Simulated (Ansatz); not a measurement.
Basis sets compared for (NaSH)2 ring (Na₂H₂S₂). The state is a singlet with charge 0. Geometry PBE0-D4/def2-SVP. Ansatz on 4 threads of Arm Neoverse V1 on a shared host; times are rough, and most runs start from earlier orbitals.

```csv
atom,x (Å),y (Å),z (Å)
Na1,-0.953,-0.203,1.272
S2,1.496,0.820,1.253
Na3,0.955,0.200,-1.271
S4,-1.496,-0.819,-1.252
H5,1.159,2.129,1.207
H6,-1.161,-2.128,-1.209
```

| level | functions | energy (Eh) | HOMO (eV) | LUMO (eV) | wall time |
| --- | --- | --- | --- | --- | --- |
| HF/STO-3G | 38 | -1107.2756 | -3.30 | 12.15 | 0.1 s |
| HF/6-31G | 56 | -1119.9665 | -8.68 | 0.34 | 0.2 s |
| HF/def2-TZVP | 150 | -1120.0983 | -8.58 | 0.33 | 0.8 s |
| PBE-D4/def2-SVP | 76 | -1121.3645 | -4.62 | -1.46 | 1.2 s |
| PBE-D4/def2-TZVP | 150 | -1121.7589 | -4.85 | -1.55 | 1.1 s |
| r2SCAN-D4/def2-TZVP (with forces) | 150 | -1122.2221 | -5.04 | -0.96 | 3.1 s |
| PBE0-D4/def2-SVP | 76 | -1121.4666 | -5.77 | -0.92 | 0.85 s |
| PBE0-D4/def2-TZVP | 150 | -1121.8555 | -5.97 | -1.00 | 1.5 s |

Q: Estimate the rows for PBE-D4/def2-TZVPD, r2SCAN-D4/def2-TZVPD, PBE0-D4/def2-TZVPD.

A: 
```csv
level,functions,energy (Eh),HOMO (eV),LUMO (eV),wall time
PBE-D4/def2-TZVPD,180,-1121.7614,-4.90,-1.57,1.8 s
r2SCAN-D4/def2-TZVPD,180,-1122.2241,-5.07,-0.97,3.7 s
PBE0-D4/def2-TZVPD,180,-1121.8577,-6.00,-1.01,2.5 s
```
